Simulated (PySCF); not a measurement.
C₂H₄F₂Si₂, SMILES C#C[Si@H](F)[SiH2]F.

Geometry optimised at PBE0-D3(BJ)/def2-SVP. The structure was generated by enumeration; whether it is a known compound was not checked. The values are those of a single conformer.

Two levels are set side by side: PBE/def2-TZVP (PySCF) and B3LYP/def2-TZVP (PySCF). Same geometry, gas phase. Differences are taken from unrounded values.

```
quantity                       PBE
---------------------------  -----
orbital gap (eV)              4.72
highest occupied level (eV)  -6.96
lowest empty level (eV)      -2.24
dipole moment (D)             1.95
mean polarisability (bohr³)   75.0
```

Problem. These are the PBE values. What does B3LYP give? (The exact figures need the calculation; the answer reports its results.)

Solution. 
```json
[
 {"quantity": "orbital gap (eV)", "B3LYP": "6.42", "PBE minus B3LYP": "-1.70"},
 {"quantity": "highest occupied level (eV)", "B3LYP": "-7.96", "PBE minus B3LYP": "0.99"},
 {"quantity": "lowest empty level (eV)", "B3LYP": "-1.53", "PBE minus B3LYP": "-0.71"},
 {"quantity": "dipole moment (D)", "B3LYP": "2.09", "PBE minus B3LYP": "-0.14"},
 {"quantity": "mean polarisability (bohr³)", "B3LYP": "72.1", "PBE minus B3LYP": "3.0"}
]
```

Without exact exchange PBE keeps part of each electron's self-repulsion, which lifts occupied levels and narrows the gap. Loosely held outer electrons make PBE densities more polarisable. Differences between two approximate levels are no errors against the true value.

Rough cost on one machine, each run with all the roots and properties that it gave: B3LYP against PBE within a factor of 2.
